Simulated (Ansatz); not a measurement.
```yaml
crystal:
  periodic: [false, false, false]
  atoms:
    - {symbol: Zn, position_ang: [-1.811897, -0.253510, -0.045443]}
    - {symbol: Zn, position_ang: [1.797783, 0.174948, 0.049826]}
    - {symbol: O, position_ang: [-0.001796, -0.056712, 0.018735]}
basis:
  gaussian: {orbitals: pcseg-2}
hamiltonian: {xc: {name: LC-wPBE}}
scf: {omitted_lower_state_checks: [starts]}
output: {forces: true}
```

```sh
$ ansatz run in.yaml --threads 4 --pin off --events-out ev --progress --plain --max-ram 3916MiB
```

It prints (some lines left out):

```
Functional definition: LC-wPBE
1060 factors; their error is unknown
167 factors; integrals over basis functions are off by at most 3.9e-5 eV
mean field evaluation 1: about -98864.5908 eV, gradient 7.6e1 eV
mean field evaluation 2: about -98839.2551 eV, gradient 1.4e2 eV
mean field evaluation 4: about -98873.1532 eV, gradient 1.0e1 eV
mean field evaluation 8: about -98873.2233 eV, gradient 1.4e-1 eV
mean field evaluation 16: about -98873.2234 eV, gradient 4.5e-5 eV
mean field -98873.22338952 eV, -3633.5239408869 hartree, gradient 4.5e-5 eV, S^2 0.000000; 0 other end points of the search recorded, 0 dependent functions left out
reference -98873.22338952 eV, -3633.5239408871 hartree; 34, 34 occupied and 108, 108 virtual orbitals, 1060 factors
Total energy: -98873.22338952 eV, -3633.5239408871 hartree
Atom 0 at    -1.811897    -0.253510    -0.045443 Å, force     0.655178     0.069143     0.025128 eV/Å
Atom 1 at     1.797783     0.174948     0.049826 Å, force    -0.588748    -0.077891    -0.008263 eV/Å
Atom 2 at    -0.001796    -0.056712     0.018735 Å, force    -0.066430     0.008748    -0.016865 eV/Å
Dipole moment:     0.011836     0.015026    -0.012063 e Å
Checks for a lower state left out: starts
```

Hardware: 4 threads of Arm Neoverse V1 on a shared host. Wall time 1.7 s.

LC-ωPBE has ω = 0.4 bohr⁻¹. The restricted singlet is unstable towards broken spin symmetry at other levels; at RKS LC-ωPBE/pcseg-2 this wasn't settled.
